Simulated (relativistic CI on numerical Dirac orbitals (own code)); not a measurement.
Cu2+: 2p photoemission

Computed with this model: Dirac-Coulomb-Breit CI, separate exchange-only KLI orbitals for each configuration, a model potential for QED, valence Slater integrals scaled by 0.8, multiplet model of photoemission in the sudden approximation; configurations [Ar] 3d9 → [He] 2s2 2p5 3s2 3p6 3d9; 80 K; Lorentzian 0.7 eV and Gaussian 0.6 eV FWHM. Energies are those of the free ion, without screening or charge transfer. The energies are binding energies and can lie tens of eV above those of solids. S is read from ⟨S²⟩ = S(S + 1).

Field parameters in Wybourne normalisation: Oh B⁴₀ = 21Dq, B⁴₄ = √(5/14) B⁴₀. The field is a parameter set, without covalency.

Peaks in eV (height, largest 100): 967.9 (100), 970.9 (47), 989.7 (63).

Q: Which surroundings give this spectrum?
A. Oh, 10Dq = 3250 cm⁻¹
B. free ion
C. Oh, 10Dq = 8950 cm⁻¹
D. Oh, 10Dq = 20400 cm⁻¹

A: A. Oh, 10Dq = 3250 cm⁻¹, where the ground state has S = 0.50.
